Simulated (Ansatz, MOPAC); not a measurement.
Species: SiH5, net charge -1, singlet state. SMILES: [SiH5-]

Atoms: Si1, H2, H3, H4, H5, H6. Bonds: Si1-H2, Si1-H3, Si1-H4, Si1-H5, Si1-H6.

Bond lengths (Å) and angles (degrees) optimised at AM1 with MOPAC; PM6 with MOPAC; HF/3-21G with Ansatz (an electronic-structure program); HF/6-31G* with Ansatz; PBE/6-31G* with Ansatz; B3LYP/6-31G* with Ansatz, each started from the B3LYP-D3(BJ)/def2-TZVP structure (Ansatz) of the last column. A row stands for all coordinates that are equal there. 6-31G* holds six Cartesian d functions. No wavenumbers were computed at PBE/6-31G*, so these may be saddle points.

```tsv
coordinate	AM1	PM6	HF/3-21G	HF/6-31G*	PBE/6-31G*	B3LYP/6-31G*	B3LYP-D3(BJ)/def2-TZVP
Si1-H2	1.524	1.498	1.655	1.614	1.631	1.618	1.616
Si1-H4	1.496	1.492	1.541	1.527	1.558	1.543	1.530
H2-Si1-H3	180.0	180.0	180.0	180.0	180.0	180.0	180.0
H2-Si1-H4	90.0	90.0	90.0	90.0	90.0	90.0	90.0
H4-Si1-H5	120.0	120.0	120.0	120.0	120.0	120.0	120.0
```

Mean signed difference of all 5 bond lengths from B3LYP-D3(BJ)/def2-TZVP: AM1 -0.057 Å, PM6 -0.070 Å, HF/3-21G 0.023 Å, HF/6-31G* -0.003 Å, PBE/6-31G* 0.023 Å, B3LYP/6-31G* 0.008 Å.
